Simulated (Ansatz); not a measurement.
`[OH][Sn]([F])([F])[SiH3]` + `C[SeH]` → `C[Se][SiH3]` + `[OH][SnH]([F])[F]` at 500 K and 1 bar (cleavage of the Si–Sn bond).

Computed with Ansatz on PBE0-D4/def2-TZVP structures; ΔE is electronic, products minus reactants. CCSD(T)/CBS is the MP2 limit (def2-TZVPP, def2-QZVPP) plus CCSD(T) − MP2 in def2-TZVPP, frozen cores. def2 core potentials past Kr. For Se, Sn outer-core shells are correlated without core-valence functions, which leaves a few kJ/mol of doubt a bond. Scalar relativity is left out up to krypton. One conformer a species, not always the lowest.

```tsv
species	CCSD(T)/CBS energy (Eh)	H − E (kJ/mol)	S (J/(mol·K))
`[OH][Sn]([F])([F])[SiH3]`	-780.36593	164.8	478.5
`C[SeH]`	-2441.15625	142.1	299.3
`C[Se][SiH3]`	-2731.45956	203.8	380.5
`[OH][SnH]([F])[F]`	-490.06891	101.1	383.5
```

H − E and S are ideal-gas, rigid-rotor, harmonic terms from PBE0-D4/def2-TZVP, for one conformer and one mirror image of each species. 1 Eh = 2625.50 kJ/mol, R = 8.31446 J/(mol·K).

Problem. By hand: ΔE, ΔH, ΔS and ΔG.

Solution. ΔE = (-2731.45956) + (-490.06891) − (-780.36593) − (-2441.15625) = -0.00629 Eh = -16.5 kJ/mol. Δ(H − E) = 203.8 + 101.1 − 164.8 − 142.1 = -2.0, so ΔH = -18.5 kJ/mol. ΔS = 380.5 + 383.5 − 478.5 − 299.3 = -13.8 J/(mol·K). ΔG = -18.5 − 500 × (-13.8)/1000 = -11.6 kJ/mol.

Problem. By hand: the equilibrium constant, and the temperature at which ΔG would vanish if ΔH and ΔS stayed fixed.

Solution. log₁₀ K = −ΔG/(RT ln 10) = 1.2. ΔG = 0 at ΔH/ΔS = 1341 K, though so small a ΔS makes that figure unsure.

TΔS isn't small against ΔH here. A doubt of 5 kJ/mol in ΔE shifts log₁₀ K by 0.5 here. Other conformers and mirror images would add mixing entropy, several J/(mol·K) or more a flexible species. Modes under 60 cm⁻¹, often nearly free rotors, make the harmonic entropy too high. These are equilibria of isolated gas molecules and say nothing of rates. Largest T1 diagnostic: 0.015 (customary marks: 0.02 for closed shells, 0.045 for open ones).
